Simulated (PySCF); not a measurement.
# HBIO, SMILES `O[B]I` (H–O–B–I torsion 0°) (charge 0, multiplicity 2)

Level of theory: PySCF with CAM-B3LYP-D3(BJ)/def2-TZVP.

The highest occupied spin orbital is -7.34 eV. The dipole moment comes out as 1.83 D and the total energy is -10840.83 eV. The cost comes out as around 60 core-seconds (rough).

```xyz
4

O     -1.0470     0.2542    -0.0023
B      0.1632     0.7749     0.0097
I      2.0155    -0.3200     0.0063
H     -1.1317    -0.7091    -0.0138
```
Charge 0, spin multiplicity 2.
